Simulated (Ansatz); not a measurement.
A run for Ansatz (a quantum-chemistry and plane-wave program): U-wB97X-V/def2-TZVPP on ClHPb (SMILES [Cl][PbH]), a point of a bond scan (R = 1.490 Å). Elements past Kr take the def2 small-core potentials; no spin–orbit coupling.

Ansatz 0.2 input:
```yaml
crystal:
  periodic: [false, false, false]
  atoms:
    - {symbol: Pb, position_ang: [-0.21816163, -0.21253453, 0.29359630]}
    - {symbol: H, position_ang: [-1.14576231, -0.75203989, -0.74036818]}
    - {symbol: Cl, position_ang: [1.13334803, 1.07733808, -1.35741397]}
basis:
  gaussian:
    orbitals: def2-TZVPP
hamiltonian:
  xc: {name: wB97X-V}
magnetization: {spin_polarized: true, initial_magnetization: 0}
```

Output:

```
WARN ansatz: RAYON_NUM_THREADS=1 ignored (pool sized by the plan → 1); use --threads N
Functional definition: wB97X-V
integrals: 0.05 GiB planned
786 factors; their error is unknown
integrals: 0.08 GiB planned
195 factors; integrals over basis functions are off by at most 2.5e-5 eV
mean field: 0.61 GiB planned
mean field evaluation 1: about -17783.8379 eV, gradient 1.3e1 eV
mean field evaluation 2: about -17784.3771 eV, gradient 1.1e1 eV
mean field evaluation 4: about -17784.8884 eV, gradient 3.9e-1 eV
mean field evaluation 8: about -17784.9366 eV, gradient 1.2e-1 eV
mean field evaluation 16: about -17784.9366 eV, gradient 7.1e-5 eV
mean field -17784.93664902 eV, -653.5843667886 hartree, gradient 7.1e-5 eV, S^2 0.000000; 0 other end points of the search recorded, 0 dependent functions left out
reference -17784.93664714 eV, -653.5843667195 hartree; 20, 20 occupied and 86, 86 virtual orbitals, 786 factors
Total energy: -17784.93664714 eV, -653.5843667195 hartree
```

The calculation finished and met its thresholds.

Cost: about 9 core-seconds (a rough figure).
